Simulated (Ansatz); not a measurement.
Cost and result up the ladder for 1-butyl-3-methylimidazolium dicyanamide, `CCCCn1cc[n+](C)c1.N#C[N-]C#N` (30 atoms). Total charge 0; singlet. Geometry: r2SCAN-D4/def2-SVP.

Ansatz on 4 threads of AMD EPYC 7R43 on a shared host. Times are rough, and most runs start from the orbitals of an earlier one. PBE0-D4/def2-TZVP serves as the yardstick here, not as an exact answer. Differences are given only for rows in sets of like size (and for xTB, whose basis is part of the method), since another set adds its own error. Binding counts from free atoms at the same level (C triplet, N quartet, H doublet; other spins of the atoms weren't run), without zero-point energy or a counterpoise term.

B3LYP takes the VWN-RPA correlation. Correlated methods freeze 15 core orbitals. The rows differ in basis, and correlated rows in double-zeta sets carry the largest basis error.

Correlated methods converge slowly with the basis, most of all in double-zeta sets.

```tsv
level	functions	binding energy per atom (eV)	difference from PBE0-D4/def2-TZVP (eV)
PBE-D4/def2-TZVP (with forces)	555	4.66	0.13
B3LYP-D4/6-31G	165	4.34	–
PBE0-D4/def2-SVP	285	4.59	–
PBE0-D4/def2-TZVP	555	4.53	0.00
HF/6-31G	165	2.82	–
PBE-D4/def2-SVP	285	4.72	–
HF/STO-3G	90	3.42	–
r2SCAN-D4/def2-TZVP (with forces)	555	4.48	-0.05
MP2/def2-SVP	285	4.35	–
```

(1) Estimate how long each takes.

Answers

(1) HF/STO-3G 1.9 s; HF/6-31G 5.5 s; PBE-D4/def2-SVP 7.5 s; B3LYP-D4/6-31G 7.5 s; PBE0-D4/def2-SVP 15 s; MP2/def2-SVP 19 s; PBE-D4/def2-TZVP (with forces) 22 s; r2SCAN-D4/def2-TZVP (with forces) 35 s; PBE0-D4/def2-TZVP 45 s. On shared hardware such times vary by a factor of up to 3.
